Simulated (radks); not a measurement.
Q: The mean radii <r> (bohr) of the occupied orbitals of an atom or ion are listed with their occupations. Calculated with a radial shooting solver on a logarithmic mesh with Libxc functionals: scalar-relativistic Kohn-Sham, RPBE, spin-polarised, spherical densities, point nucleus.

| orbital | occ. | <r> |
|---|---|---|
| 1s up | 1 | 0.5039 |

Name the element and its charge. Open shells, if any, are filled with parallel spins first.

A: Z = 3, lithium, charge +2: Li2+ in 1s1. The 1s radius gives Z: for a bare nucleus <r> = (2 gamma + 1)/(2Z) with gamma = sqrt(1 - (Z/c)^2), 0.4999 bohr for Z = 3, and the self-interaction of the functional makes it slightly larger (0.5039 here). The occupations add up to 1, and the charge is Z minus that.
